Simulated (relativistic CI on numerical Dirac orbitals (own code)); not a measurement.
## Hyperfine structure of La²⁹⁺, mass number 137

Method of calculation: Dirac-Coulomb-Breit CI, separate exchange-only KLI orbitals for each configuration, model QED, unscaled Slater integrals (own radial code, finite nucleus).

Configuration list (outside the closed core [Ne]): 3s2 3p6 3d10, 3s2 3p6 3d9 4s, 3s2 3p6 3d9 4p, 3s2 3p6 3d9 4d, 3s2 3p6 3d9 4f, 3s2 3p5 3d10 4s, 3s2 3p6 3d8 4s2, 3s2 3p5 3d10 4p, 3s2 3p6 3d8 4s 4p, 3s2 3p6 3d9 5s, 3s2 3p6 3d8 4p2, 3s2 3p5 3d10 4d, 3s2 3p6 3d9 5p, 3s 3p6 3d10 4s, 3s2 3p6 3d8 4s 4d, 3s2 3p6 3d9 5d. Levels of other configurations are missing.

Nuclear spin I = 7/2, μ = 2.696 μN, Q = 0.21 b (tables of Stone and Pyykkö). The electronic factors are computed for point nuclear moments, without core polarisation or the Bohr-Weisskopf and QED corrections.

```csv
Level,E (Ry),A (GHz),B (GHz)
3s2 3p6 3d9 4s 3D_3,52.2261,70.71,-6.06
3s2 3p6 3d9 4s 1D_2,52.3163,-48.5,-4.66
3s2 3p6 3d9 4s 3D_1,53.5423,-59.53,-2.32
3s2 3p6 3d9 4s 3D_2,53.6078,111.8,-4.82
3s2 3p6 3d9 4p 3P°_2,56.5511,-6.503,-3.74
3s2 3p6 3d9 4p 3F°_2,57.8817,47.46,-4.03
3s2 3p6 3d9 4p 3F°_4,58.4119,12.94,2.7
3s2 3p6 3d9 4p 1D°_2,58.5321,12.49,-8.67
```

Levels with J = 0, under 50 % of one LS term, or S terms without an open s electron are left out. Small factors come from cancelling terms and can be off by tens of per cent or more.

At this charge energies of transitions that change n are usually good to better than 1 %, and those within a shell (Δn = 0) to a few per cent.

(1) Give the hyperfine levels of 3s2 3p6 3d9 4s 3D_3 relative to its centre of gravity.

## Answers

(1) With K = F(F + 1) − I(I + 1) − J(J + 1), E = AK/2 + B[¾K(K + 1) − I(I + 1)J(J + 1)]/[2I(2I − 1)J(2J − 1)]: F = 1/2: -957.8, F = 3/2: -850.7, F = 5/2: -672.4, F = 7/2: -423.4, F = 9/2: -104.3, F = 11/2: 284.1, F = 13/2: 740.9 GHz.

LS names give the leading component of a level, which can be under half, so a name can repeat, a term be missing and a line seem to break the LS rules.
